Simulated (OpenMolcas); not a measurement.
## Ho3+: moving or changing the point charges

Ho3+ among 7 point charges of -0.5 e arranged as a pentagonal bipyramid (D5h), 2.39 Å from the ion, with the axial distance 2.055 Å.
```
   2.3900    0.0000    0.0000  -0.50
   0.7386    2.2730    0.0000  -0.50
  -1.9336    1.4048    0.0000  -0.50
  -1.9336   -1.4048    0.0000  -0.50
   0.7386   -2.2730    0.0000  -0.50
   0.0000    0.0000    2.0554  -0.50
   0.0000    0.0000   -2.0554  -0.50
```

```json
{
 "Program": "OpenMolcas",
 "Method": "CASSCF",
 "Basis": "ANO-RCC-VDZP [7s6p4d2f1g]",
 "Scalar Hamiltonian": "DKH2, point nucleus",
 "Active space": "10 electrons in 7 orbitals (4f)",
 "State averaging": "2S+1 = 5 even, 35 roots (30 in the spin-orbit step); 2S+1 = 3 even, 104 roots kept (CI in the orbitals of an earlier block); 2S+1 = 1 even, 31 roots kept (CI in the orbitals of an earlier block)",
 "Spin-orbit coupling": "state interaction with AMFI integrals over the reference wave functions"
}
```

Runs around this geometry, states. Energies in cm-1 above the lowest state or level, χT in cm3 K/mol.

```
R (Å)  q (e)  Ground state  First state of that spin  First gap with spin-orbit (degeneracies)  Width of lowest J  χT at 300 K
 2.39  -0.25      2S+1 = 5                      67.3                               54.0 (2, 2)                 72       13.928
 2.39   -0.5      2S+1 = 5                     134.2                              107.4 (2, 2)                143       13.919
 2.64   -0.5      2S+1 = 5                      93.7                               66.7 (2, 2)                 95       13.926
 2.73   -0.5      2S+1 = 5                      82.0                               56.9 (2, 2)                 83       13.927
```

Taking the width of the lowest J multiplet as R^-n, n = -ln(83 / 143) / ln(2.73 / 2.39) = 4.1 between the shortest and longest distance.

Scaling the charges by -0.25 / -0.5 = 0.50 scales the width of the lowest J multiplet by 72 / 143 = 0.50; with fixed orbitals a first-order splitting would follow the charge.

High states are left out of the spin-orbit mixing, which shifts the levels that they would mix with. This is an electrostatic model: the charges have no orbitals. An unlabelled pair can be two single states that coincide in this model. A group larger than the point group allows holds several states that coincide in this model. No measured value stands beside these numbers.

A state without a sure symmetry label is named by its multiplicity alone.
